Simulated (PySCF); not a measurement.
C₂H₆Se, SMILES [Se](C)C.

Coordinates come from a PBE-D3(BJ)/def2-SVP optimisation.

The numbers are results of PBE-D3(BJ)/def2-SVP in PySCF, not measurements.

Frequencies are harmonic and unscaled.

Problem. Estimate the vibrational spectrum. (An estimate is asked for; the answer gives what the named calculation found.)

Solution. 
```json
[
 {"mode": "1", "ν (cm⁻¹)": "150", "IR (km/mol)": "0.5", "Raman (Å⁴/amu)": "0.0", "depolarisation": "–", "moving atoms (share of kinetic energy)": "H 95 %"},
 {"mode": "2", "ν (cm⁻¹)": "155", "IR (km/mol)": "0.0", "Raman (Å⁴/amu)": "0.1", "depolarisation": "0.75", "moving atoms (share of kinetic energy)": "H 97 %"},
 {"mode": "3", "ν (cm⁻¹)": "210", "IR (km/mol)": "0.0", "Raman (Å⁴/amu)": "3.0", "depolarisation": "0.68", "moving atoms (share of kinetic energy)": "C 53 %, H 35 %, Se 12 %"},
 {"mode": "4", "ν (cm⁻¹)": "586", "IR (km/mol)": "0.2", "Raman (Å⁴/amu)": "17.5", "depolarisation": "0.14", "moving atoms (share of kinetic energy)": "C 72 %, H 15 %, Se 13 %"},
 {"mode": "5", "ν (cm⁻¹)": "598", "IR (km/mol)": "1.7", "Raman (Å⁴/amu)": "8.8", "depolarisation": "0.75", "moving atoms (share of kinetic energy)": "C 68 %, Se 18 %, H 14 %"},
 {"mode": "6", "ν (cm⁻¹)": "823", "IR (km/mol)": "1.0", "Raman (Å⁴/amu)": "2.9", "depolarisation": "0.75", "moving atoms (share of kinetic energy)": "H 86 %, C 14 %"},
 {"mode": "7", "ν (cm⁻¹)": "858", "IR (km/mol)": "0.0", "Raman (Å⁴/amu)": "5.1", "depolarisation": "0.75", "moving atoms (share of kinetic energy)": "H 87 %, C 13 %"},
 {"mode": "8", "ν (cm⁻¹)": "890", "IR (km/mol)": "12.9", "Raman (Å⁴/amu)": "4.9", "depolarisation": "0.75", "moving atoms (share of kinetic energy)": "H 84 %, C 14 %"},
 {"mode": "9", "ν (cm⁻¹)": "939", "IR (km/mol)": "19.4", "Raman (Å⁴/amu)": "5.9", "depolarisation": "0.66", "moving atoms (share of kinetic energy)": "H 76 %, C 22 %"},
 {"mode": "10", "ν (cm⁻¹)": "1233", "IR (km/mol)": "7.9", "Raman (Å⁴/amu)": "3.2", "depolarisation": "0.75", "moving atoms (share of kinetic energy)": "H 85 %, C 15 %"},
 {"mode": "11", "ν (cm⁻¹)": "1257", "IR (km/mol)": "2.1", "Raman (Å⁴/amu)": "2.0", "depolarisation": "0.19", "moving atoms (share of kinetic energy)": "H 85 %, C 15 %"},
 {"mode": "12", "ν (cm⁻¹)": "1381", "IR (km/mol)": "0.0", "Raman (Å⁴/amu)": "36.9", "depolarisation": "0.75", "moving atoms (share of kinetic energy)": "H 95 %"},
 {"mode": "13", "ν (cm⁻¹)": "1389", "IR (km/mol)": "15.1", "Raman (Å⁴/amu)": "0.0", "depolarisation": "–", "moving atoms (share of kinetic energy)": "H 95 %"},
 {"mode": "14", "ν (cm⁻¹)": "1395", "IR (km/mol)": "19.7", "Raman (Å⁴/amu)": "0.1", "depolarisation": "0.75", "moving atoms (share of kinetic energy)": "H 95 %"},
 {"mode": "15", "ν (cm⁻¹)": "1402", "IR (km/mol)": "0.3", "Raman (Å⁴/amu)": "28.0", "depolarisation": "0.75", "moving atoms (share of kinetic energy)": "H 96 %"},
 {"mode": "16", "ν (cm⁻¹)": "2975", "IR (km/mol)": "20.3", "Raman (Å⁴/amu)": "302.1", "depolarisation": "0.00", "moving atoms (share of kinetic energy)": "H 98 %"},
 {"mode": "17", "ν (cm⁻¹)": "2979", "IR (km/mol)": "19.3", "Raman (Å⁴/amu)": "1.4", "depolarisation": "0.75", "moving atoms (share of kinetic energy)": "H 98 %"},
 {"mode": "18", "ν (cm⁻¹)": "3081", "IR (km/mol)": "12.8", "Raman (Å⁴/amu)": "133.1", "depolarisation": "0.75", "moving atoms (share of kinetic energy)": "H 90 %, C 10 %"},
 {"mode": "19", "ν (cm⁻¹)": "3088", "IR (km/mol)": "0.0", "Raman (Å⁴/amu)": "16.9", "depolarisation": "0.75", "moving atoms (share of kinetic energy)": "H 90 %, C 10 %"},
 {"mode": "20", "ν (cm⁻¹)": "3099", "IR (km/mol)": "5.5", "Raman (Å⁴/amu)": "112.8", "depolarisation": "0.72", "moving atoms (share of kinetic energy)": "H 90 %, C 10 %"},
 {"mode": "21", "ν (cm⁻¹)": "3100", "IR (km/mol)": "0.4", "Raman (Å⁴/amu)": "57.0", "depolarisation": "0.75", "moving atoms (share of kinetic energy)": "H 90 %, C 10 %"}
]
```
